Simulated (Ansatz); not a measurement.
Relaxation of Cl₂FH₃O₂Ti (9 atoms, charge 0, multiplicity 1), to a largest force component of 0.03 eV/Å in at most 50 steps.

All numbers below come from RKS BLYP-D4/def2-SVP in Ansatz 0.2.0.

```xyz
9
Properties=species:S:1:pos:R:3
Ti 0.023 0.554 -0.507
Cl 0.542 -0.728 2.791
O 1.661 -0.097 -0.805
H 1.992 -1.013 -0.871
Cl -0.806 1.445 -2.370
O -1.043 -0.769 0.024
H -0.980 -1.151 0.930
F 0.137 1.786 0.819
H 0.420 0.584 2.534
```

Task: Where does it end, and by what steps?

Result: It converged. After 18 steps the energy has fallen by 0.097 eV; Cl2 moved furthest, 1.37 Å.

```
step  energy less start (eV)  largest force component (eV/Å)  accepted
   0                  0.0000                           0.786       yes
   1                  0.0002                           1.144        no
   2                 -0.0272                           0.747       yes
   3                 -0.0499                           0.226       yes
   4                 -0.0600                           0.155       yes
   5                 -0.0670                           0.446       yes
   6                 -0.0749                           0.248       yes
   7                 -0.0793                           0.158       yes
   8                 -0.0834                           0.175       yes
   9                 -0.0866                           0.162       yes
  10                 -0.0891                           0.295       yes
  11                 -0.0910                           0.261       yes
  12                 -0.0930                           0.138       yes
  13                 -0.0942                           0.125       yes
  14                 -0.0955                           0.093       yes
  15                 -0.0961                           0.048       yes
  16                 -0.0956                           0.112        no
  17                 -0.0964                           0.044       yes
  18                 -0.0965                           0.022       yes
```

```xyz
9
Properties=species:S:1:pos:R:3
Ti 0.295 0.398 -0.506
Cl -0.631 -0.182 3.233
O 1.753 -0.072 -1.430
H 2.105 -0.949 -1.672
Cl -1.123 1.541 -1.788
O -0.496 -1.043 0.161
H -0.764 -1.153 1.107
F 0.759 1.382 0.927
H 0.047 0.689 2.513
```

Whether the end is a true minimum wasn't checked by a vibrational analysis.

The run took 39 s on 4 threads of Arm Neoverse V2, on a shared host, peak memory 0.2 GiB.
